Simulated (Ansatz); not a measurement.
`F[SiH](F)[SeH]` + H₂O → `O[SiH](F)F` + H₂Se at 600 K and 1 bar (formal hydrolysis of the Si–Se bond).

Isolated molecules relaxed with PBE0-D4/def2-TZVP in Ansatz; ΔE leaves out vibrations. CBS: MP2 limit from def2 TZ/QZ plus the TZ coupled-cluster correction, frozen cores. This one scheme is used for every species. For Se outer-core shells are correlated without core-valence functions, which leaves a few kJ/mol of doubt a bond. Scalar relativity is left out up to krypton. Each species was taken in one conformer, which may not be the lowest.

```csv
species,CCSD(T)/CBS energy (Eh),H − E (kJ/mol),S (J/(mol·K))
`F[SiH](F)[SeH]`,-2890.73294,107.1,394.5
H₂O,-76.37941,76.8,212.8
`O[SiH](F)F`,-565.23707,118.9,358.9
H₂Se,-2401.89790,57.0,244.8
```

H − E and S are ideal-gas, rigid-rotor, harmonic terms from PBE0-D4/def2-TZVP, for one conformer and one mirror image of each species. 1 Eh = 2625.50 kJ/mol, R = 8.31446 J/(mol·K).

Task: By hand: ΔE, ΔH, ΔS and ΔG.

Result: ΔE = (-565.23707) + (-2401.89790) − (-2890.73294) − (-76.37941) = -0.02262 Eh = -59.4 kJ/mol. Δ(H − E) = 118.9 + 57.0 − 107.1 − 76.8 = -8.0, so ΔH = -67.4 kJ/mol. ΔS = 358.9 + 244.8 − 394.5 − 212.8 = -3.6 J/(mol·K). ΔG = -67.4 − 600 × (-3.6)/1000 = -65.2 kJ/mol.

Task: By hand: the equilibrium constant, and the temperature at which ΔG would vanish if ΔH and ΔS stayed fixed.

Result: log₁₀ K = −ΔG/(RT ln 10) = 5.7. ΔG = 0 at ΔH/ΔS = 18722 K, far beyond where these terms or the molecules hold.

The number of gas molecules stays the same, so ΔS is small and ΔH decides. A doubt of 5 kJ/mol in ΔE shifts log₁₀ K by 0.4 here. Other conformers and mirror images would add mixing entropy, several J/(mol·K) or more a flexible species. These are equilibria of isolated gas molecules and say nothing of rates. Largest T1 diagnostic: 0.011 (customary marks: 0.02 for closed shells, 0.045 for open ones).
